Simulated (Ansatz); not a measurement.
The same ligand exchange along the group O, S, Se.

Gas-phase electronic energies from Ansatz, PBE0-D4/def2-TZVP geometries. CCSD(T)/CBS is the MP2 limit (def2-TZVPP, def2-QZVPP) plus CCSD(T) − MP2 in def2-TZVPP, frozen cores. This one scheme is used for every species. DFT in def2-TZVPP. B3LYP here is the variant with VWN-RPA as its local correlation; programs differ in this. Elements past krypton have def2 core potentials. For Br, Se, Sn outer-core shells are correlated without core-valence functions, which leaves a few kJ/mol of doubt a bond. Scalar relativity is left out up to krypton. Each species was taken in one conformer, which may not be the lowest.

| reaction | PBE-D4 (kJ/mol) | B3LYP-D4 (kJ/mol) | ωB97X-V (kJ/mol) |
| --- | --- | --- | --- |
| `[OH][SnH2][Cl]` + HBr → `[Cl][SnH2][Br]` + H₂O | -79 | -80 | -77 |
| `[SH][SnH2][Cl]` + HBr → `[Cl][SnH2][Br]` + H₂S | -36 | -41 | -42 |
| `[Cl][SnH2][SeH]` + HBr → `[Cl][SnH2][Br]` + H₂Se | -20 | -23 | -26 |

Problem. Give the CCSD(T)/CBS values in the same order. (An estimate is asked.)

Solution. The calculation gave: -83, -42, -22 kJ/mol.

Largest T1 diagnostic: 0.013, for `[OH][SnH2][Cl]`.
